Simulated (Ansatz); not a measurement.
Co(SH)2 (CoH2S2): single points at one geometry.

```yaml
crystal:
  periodic: [false, false, false]
  atoms:
    - {symbol: Co, position_ang: [-0.000555, -0.002522, 0.000879]}
    - {symbol: S, position_ang: [-0.014345, -0.037217, 2.160413]}
    - {symbol: H, position_ang: [1.213019, 0.497219, 2.327079]}
    - {symbol: S, position_ang: [0.014047, 0.038540, -2.158635]}
    - {symbol: H, position_ang: [-1.212155, -0.496019, -2.329745]}
basis:
  gaussian: {orbitals: def2-TZVP, initial_orbitals: start.molden}
magnetization: {spin_polarized: true, initial_magnetization: 3}
correlation: {method: ccsd_t}
scf: {omitted_lower_state_checks: [starts, cluster_reference]}
output: {orbitals: {seedname: orbitals}}
```

The file start.molden holds the orbitals of an earlier run on this structure, at another level or in another basis.

```sh
$ ansatz run in.yaml --threads 4 --pin off --events-out ev --progress --plain --max-ram 3916MiB
```

Shortened log:

```
Functional definition: HF
977 factors; integrals over basis functions are off by at most 9.8e-4 eV
mean field evaluation 1: about -59257.0228 eV, gradient 2.6e1 eV
mean field evaluation 2: about -59258.9766 eV, gradient 3.3e0 eV
mean field evaluation 4: about -59259.0601 eV, gradient 1.9e-1 eV
mean field evaluation 8: about -59259.0618 eV, gradient 1.1e-3 eV
mean field -59259.06178586 eV, -2177.7303533955 hartree, gradient 1.2e-7 eV, S^2 3.767238; 0 other end points of the search recorded, 0 dependent functions left out
15 core orbitals not correlated: weight in the atoms' cores, before any rotation towards them, 1.000 or more for the frozen orbitals, at most 0.000 for the correlated occupied ones
reference -59259.06178586 eV, -2177.7303533955 hartree; 17, 14 occupied and 99, 102 virtual orbitals, 977 factors
second order -22.35203204 eV of doubles, -0.00000000 eV of singles
cycle   1  -22.00192186 eV  change    3.5e-1 eV  update   1.4e-1
cycle   2  -22.72670780 eV  change   -7.2e-1 eV  update   4.8e-2
cycle   3  -22.92369244 eV  change   -2.0e-1 eV  update   3.8e-2
cycle   4  -22.93725658 eV  change   -1.4e-2 eV  update   2.2e-2
cycle   5  -22.96349621 eV  change   -2.6e-2 eV  update   1.5e-2
cycle   6  -22.98940883 eV  change   -2.6e-2 eV  update   6.5e-3
cycle   7  -22.99330426 eV  change   -3.9e-3 eV  update   3.1e-3
cycle   8  -22.99510784 eV  change   -1.8e-3 eV  update   1.9e-3
cycle   9  -22.99613943 eV  change   -1.0e-3 eV  update   1.4e-3
cycle  10  -22.99508496 eV  change    1.1e-3 eV  update   1.2e-3
cycle  11  -22.99528389 eV  change   -2.0e-4 eV  update   9.8e-4
cycle  12  -22.99733642 eV  change   -2.1e-3 eV  update   7.8e-4
cycle  13  -22.99694384 eV  change    3.9e-4 eV  update   5.8e-4
cycle  14  -22.99775780 eV  change   -8.1e-4 eV  update   3.6e-4
cycle  15  -22.99725734 eV  change    5.0e-4 eV  update   2.4e-4
cycle  16  -22.99719605 eV  change    6.1e-5 eV  update   1.8e-4
cycle  17  -22.99725820 eV  change   -6.2e-5 eV  update   1.5e-4
cycle  18  -22.99729823 eV  change   -4.0e-5 eV  update   1.4e-4
cycle  19  -22.99729890 eV  change   -6.7e-7 eV  update   1.4e-4
cycle  20  -22.99729518 eV  change    3.7e-6 eV  update   1.4e-4
cycle  21  -22.99721077 eV  change    8.4e-5 eV  update   1.3e-4
cycle  22  -22.99712424 eV  change    8.7e-5 eV  update   1.3e-4
cycle  23  -22.99707986 eV  change    4.4e-5 eV  update   1.1e-4
cycle  24  -22.99709009 eV  change   -1.0e-5 eV  update   8.3e-5
cycle  25  -22.99717794 eV  change   -8.8e-5 eV  update   6.2e-5
cycle  26  -22.99721954 eV  change   -4.2e-5 eV  update   5.0e-5
cycle  27  -22.99726048 eV  change   -4.1e-5 eV  update   4.0e-5
cycle  28  -22.99728889 eV  change   -2.8e-5 eV  update   2.9e-5
perturbative correction -0.80996044 eV, -0.0297654971 hartree
Total energy: -59282.86903519 eV, -2178.6052536713 hartree
Checks for a lower state left out: starts, cluster_reference
```

Run time 70 s (4 threads of Arm Neoverse V2 on a shared host), peak host memory 1.7 GiB.

The first input with `hamiltonian: {xc: {name: LC-wPBE}}`, `scf: {omitted_lower_state_checks: [starts]}` and without the key `correlation` (abridged; 7 s):

```
Functional definition: LC-wPBE
mean field -59321.29538220 eV, -2180.0173958778 hartree, gradient 9.5e-6 eV, S^2 3.760982
Total energy: -59321.29538221 eV, -2180.0173958781 hartree
Checks for a lower state left out: starts
```

The first input with `hamiltonian: {xc: pbe0, dispersion: d4}`, `scf: {omitted_lower_state_checks: [starts]}` and without the key `correlation` (abridged; 7 s):

```
Functional definition: PBE0
mean field evaluation 16: about -59319.2064 eV, gradient 1.3e-6 eV
mean field -59319.20641695 eV, -2179.9406278206 hartree, gradient 1.3e-6 eV, S^2 3.764653
Total energy: -59319.29820140 eV, -2179.9440008369 hartree
Checks for a lower state left out: starts
```

The first input with `hamiltonian: {xc: {name: wB97X-V}}`, `scf: {omitted_lower_state_checks: [starts]}`, `output: {forces: true, orbitals: {seedname: orbitals}}` and without the key `correlation` (abridged; 26 s):

```
Functional definition: wB97X-V
mean field evaluation 16: about -59325.3763 eV, gradient 1.6e-6 eV
mean field -59325.37628894 eV, -2180.1673664341 hartree, gradient 1.6e-6 eV, S^2 3.761755
Total energy: -59325.37628759 eV, -2180.1673663847 hartree
Atom 0 force    -0.000290     0.001340    -0.001759 eV/Å
Atom 1 force     0.124850     0.050574     0.214031 eV/Å
Atom 2 force    -0.131895    -0.057111    -0.027554 eV/Å
Atom 3 force    -0.114433    -0.047898    -0.213085 eV/Å
Atom 4 force     0.121768     0.053096     0.028367 eV/Å
Dipole moment:    -0.000320    -0.001976    -0.000339 e Å
Checks for a lower state left out: starts
```

As the first input, with `hamiltonian: {xc: {name: BHLYP}, dispersion: d4}`, `scf: {omitted_lower_state_checks: [starts]}` and without the key `correlation` (abridged; 7.5 s):

```
Functional definition: BHLYP
mean field -59331.77244641 eV, -2180.4024208856 hartree, gradient 7.6e-6 eV, S^2 3.765217
Total energy: -59331.93457442 eV, -2180.4083789803 hartree
Checks for a lower state left out: starts
```

First input, but with `gaussian: {orbitals: STO-3G}`, `hamiltonian: {xc: hf}`, `scf: {omitted_lower_state_checks: [starts]}` and without the key `correlation` (abridged; 0.35 s):

```
Functional definition: HF
mean field evaluation 16: about -58614.3848 eV, gradient 1.2e0 eV
a density is far from that of the atoms, so the factors are made again for it
mean field -58614.35669765 eV, -2154.0378784008 hartree, gradient 2.0e-5 eV, S^2 4.832579
Total energy: -58614.35669765 eV, -2154.0378784008 hartree
Checks for a lower state left out: starts
```

As the first input, with `gaussian: {orbitals: def2-SVP, initial_orbitals: start.molden}`, `hamiltonian: {xc: pbe0, dispersion: d4}`, `scf: {omitted_lower_state_checks: [starts]}` and without the key `correlation` (abridged; 2.9 s):

```
Functional definition: PBE0
mean field -59306.20948524 eV, -2179.4629993900 hartree, gradient 2.9e-6 eV, S^2 3.759967
Total energy: -59306.30127642 eV, -2179.4663726536 hartree
Checks for a lower state left out: starts
```

Geometry: r2SCAN-D4/def2-TZVP.

LC-ωPBE has ω = 0.4 bohr⁻¹. Correlated methods freeze 15 core orbitals; core or outer-core shells of Co are correlated, in sets that lack core-valence functions. At HF/STO-3G the charge 0 quartet is spin-contaminated (final ⟨S²⟩ up to 4.83, 3.75 for a pure state).
